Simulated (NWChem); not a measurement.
System: ZnHOBr; SMILES [Zn]([OH])[Br]

Parts of the log:

```
             Northwest Computational Chemistry Package (NWChem) 7.3.0
             --------------------------------------------------------

 CS  symmetry detected

                             Geometry "geometry" -> ""
                             -------------------------

 Output coordinates in angstroms (scale by  1.889725989 to convert to a.u.)

  No.       Tag          Charge          X              Y              Z
 ---- ---------------- ---------- -------------- -------------- --------------
    1 Zn                  30.0000     0.01710252     0.83639318     0.00000000
    2 Br                  35.0000    -0.01189266    -1.40123002     0.00000000
    3 O                    8.0000    -0.10849364     2.61436251     0.00000000
    4 H                    1.0000     0.77111687     3.03635527     0.00000000

 Effective nuclear repulsion energy (a.u.)     371.7119255430

      Symmetry information
      --------------------

 Group name             Cs
 Group number              2
 Group order               2
 No. of unique centers     4

                                 NWChem DFT Module
                                 -----------------

 Summary of "ao basis" -> "ao basis" (spherical)
 ------------------------------------------------------------------------------
       Tag                 Description            Shells   Functions and Types
 ---------------- ------------------------------  ------  ---------------------
 Zn                        def2-tzvp                16       48   6s5p4d1f
 Br                        def2-tzvp                16       48   6s5p4d1f
 O                         def2-tzvp                11       31   5s3p2d1f
 H                         def2-tzvp                 4        6   3s1p

      Symmetry analysis of basis
      --------------------------

        a'         90
        a"         43

            General Information
            -------------------
          SCF calculation type: DFT
          Wavefunction type:  closed shell.
          No. of atoms     :     4
          No. of electrons :    74
           Alpha electrons :    37
            Beta electrons :    37
          Charge           :     0
          Spin multiplicity:     1
          Use of symmetry is: on ; symmetry adaption is: on
          Maximum number of iterations: 150
          AO basis - number of functions:   133
                     number of shells:    47
          Convergence on energy requested:  1.00D-06
          Convergence on density requested:  1.00D-05
          Convergence on gradient requested:  5.00D-04

              XC Information
              --------------
                         B3LYP Method XC Potential
                     Hartree-Fock (Exact) Exchange  0.200
                        Slater Exchange Functional  0.800 local
                    Becke 1988 Exchange Functional  0.720 non-local
              Lee-Yang-Parr Correlation Functional  0.810
                  VWN I RPA Correlation Functional  0.190 local

             Grid Information
             ----------------
          Grid used for XC integration:  medium
          Radial quadrature: Mura-Knowles
          Angular quadrature: Lebedev.
          Tag              B.-S. Rad. Rad. Pts. Rad. Cut. Ang. Pts.
          ---              ---------- --------- --------- ---------
          Zn                  1.35      112           9.0       590
          Br                  1.15      112          12.0       590
          O                   0.60       49          11.0       434
          H                   0.35       45          12.0       434
          Grid pruning is: on
          Number of quadrature shells:   318
          Spatial weights used:  Erf1

      Superposition of Atomic Density Guess
      -------------------------------------

 Sum of atomic energies:       -4425.49017637

      Non-variational initial energy
      ------------------------------

 Total energy =   -4425.898389
 1-e energy   =   -6911.873024
 2-e energy   =    2114.262709
 HOMO         =      -0.406109
 LUMO         =      -0.068872

      Symmetry analysis of molecular orbitals - initial
      -------------------------------------------------

  Numbering of irreducible representations:

     1 a'          2 a"

  Orbital symmetries:

     1 a'          2 a'          3 a'          4 a'          5 a'
     6 a"          7 a'          8 a'          9 a'         10 a"
    11 a'         12 a'         13 a'         14 a'         15 a"
    16 a'         17 a'         18 a'         19 a"         20 a'
    21 a'         22 a"         23 a'         24 a"         25 a'
    26 a'         27 a'         28 a'         29 a"         30 a'
    31 a"         32 a'         33 a'         34 a'         35 a"
    36 a'         37 a"         38 a'         39 a'         40 a"
    41 a'         42 a'         43 a'         44 a"         45 a'
    46 a'         47 a"

     ---------------------------------------------
      Total Density - Mulliken Population Analysis
     ---------------------------------------------

    Atom       Charge   Shell Charges
 -----------   ------   -------------------------------------------------------
    1 Zn  30    28.86   2.00  2.00  1.18  0.80  0.47  0.17  5.99  4.76  1.25  0.19  0.02  5.44  3.38  1.13  0.06  0.00
    2 Br  35    35.49   2.00  2.00  1.16  0.78  1.00  0.99  6.00  5.94  1.29  2.94  1.37  8.98  1.02 -0.01  0.02  0.00
    3 O    8     9.10   0.79  1.18  0.60  0.98  0.26  2.04  2.24  1.00  0.00  0.01  0.00
    4 H    1     0.55   0.20  0.26  0.06  0.04

   convergence    iter        energy       DeltaE   RMS-Dens  Diis-err
 ---------------- ----- ----------------- --------- --------- ---------
 d= 0,ls=0.0,diis     1  -4429.4585323047 -4.80D+03  1.02D-02  1.45D+00
 d= 0,ls=0.0,diis     2  -4429.1679470453  2.91D-01  7.30D-03  3.89D+00
 d= 0,ls=0.0,diis     3  -4429.5408384000 -3.73D-01  1.75D-03  2.98D-01
 d= 0,ls=0.0,diis     4  -4429.5640242181 -2.32D-02  7.32D-04  4.21D-02
 d= 0,ls=0.0,diis     5  -4429.5666749251 -2.65D-03  1.29D-04  3.01D-03
  Resetting Diis
 d= 0,ls=0.0,diis     6  -4429.5667536281 -7.87D-05  9.28D-05  8.05D-04
 d= 0,ls=0.0,diis     7  -4429.5667944266 -4.08D-05  5.96D-05  3.38D-05
 d= 0,ls=0.0,diis     8  -4429.5667881221  6.30D-06  3.20D-05  1.29D-04
 d= 0,ls=0.0,diis     9  -4429.5667976371 -9.51D-06  5.91D-06  1.71D-06
 d= 0,ls=0.0,diis    10  -4429.5667977858 -1.49D-07  9.49D-07  7.91D-08

         Total DFT energy =    -4429.566797785833
      One electron energy =    -6910.717702466594
           Coulomb energy =     2280.995117319376
    Exchange-Corr. energy =     -171.556138181606
 Nuclear repulsion energy =      371.711925542992

 Numeric. integr. density =       73.999998789094

                  Occupations of the irreducible representations
                  ----------------------------------------------

                     irrep           alpha         beta
                     --------     --------     --------
                     a'               27.0         27.0
                     a"               10.0         10.0

                       DFT Final Molecular Orbital Analysis
                       ------------------------------------

 Vector   35  Occ=2.000000D+00  E=-3.175391D-01  Symmetry=a"
              MO Center= -5.3D-02,  1.3D+00,  7.0D-15, r^2= 4.3D+00
   Bfn.  Coefficient  Atom+Function         Bfn.  Coefficient  Atom+Function
  ----- ------------  ---------------      ----- ------------  ---------------
   104      0.369992  3 O  pz               107      0.304282  3 O  pz
    66      0.284046  2 Br pz               110      0.253449  3 O  pz
    60     -0.195854  2 Br pz                63      0.176696  2 Br pz
    69      0.165366  2 Br pz                18      0.120436  1 Zn pz
    12     -0.064375  1 Zn pz                57      0.059751  2 Br pz

 Vector   36  Occ=2.000000D+00  E=-3.044922D-01  Symmetry=a'
              MO Center= -1.7D-02, -1.2D+00,  6.6D-16, r^2= 1.9D+00
   Bfn.  Coefficient  Atom+Function         Bfn.  Coefficient  Atom+Function
  ----- ------------  ---------------      ----- ------------  ---------------
    64      0.495704  2 Br px                58     -0.349715  2 Br px
    61      0.320579  2 Br px                67      0.313447  2 Br px
    55      0.106596  2 Br px                22      0.088062  1 Zn d -2
    16      0.069472  1 Zn px                27      0.052850  1 Zn d -2
   102     -0.047900  3 O  px               105     -0.037975  3 O  px

 Vector   37  Occ=2.000000D+00  E=-2.987326D-01  Symmetry=a"
              MO Center= -3.4D-02, -6.3D-02, -2.1D-15, r^2= 4.6D+00
   Bfn.  Coefficient  Atom+Function         Bfn.  Coefficient  Atom+Function
  ----- ------------  ---------------      ----- ------------  ---------------
    66      0.411639  2 Br pz                60     -0.293284  2 Br pz
    63      0.270661  2 Br pz                69      0.271773  2 Br pz
   104     -0.267339  3 O  pz               107     -0.219276  3 O  pz
   110     -0.183905  3 O  pz                23      0.128344  1 Zn d -1
    57      0.089360  2 Br pz                28      0.076054  1 Zn d -1

 Vector   38  Occ=0.000000D+00  E=-6.887517D-02  Symmetry=a'
              MO Center=  3.0D-01,  7.7D-01,  2.9D-15, r^2= 5.0D+00
   Bfn.  Coefficient  Atom+Function         Bfn.  Coefficient  Atom+Function
  ----- ------------  ---------------      ----- ------------  ---------------
     6      0.919181  1 Zn s                  5      0.448377  1 Zn s
   101     -0.442624  3 O  s                 54     -0.346035  2 Br s
    68     -0.331258  2 Br py                65     -0.238569  2 Br py
   109      0.179440  3 O  py                 4     -0.161976  1 Zn s
    59      0.155422  2 Br py               103      0.154482  3 O  py

[...]
```

Level: B3LYP/def2-TZVP. All runs use the structure optimised with PBE-D3(BJ)/def2-SVP. B3LYP is NWChem's, with the RPA form of VWN correlation.

Write an input that gives this output.

This is not unique; one that fits is the input that was run:
```
start job
memory heap 200 mb stack 900 mb global 1100 mb
geometry units angstroms noautoz
  Zn    -0.254219     0.776347     0.000000
  Br     0.257233    -1.402234     0.000000
  O     -0.804857     2.471560     0.000000
  H     -0.052966     3.093213     0.000000
end
basis spherical
  * library def2-tzvp
end
dft
  xc b3lyp
  iterations 150
  mulliken
end
task dft energy
```
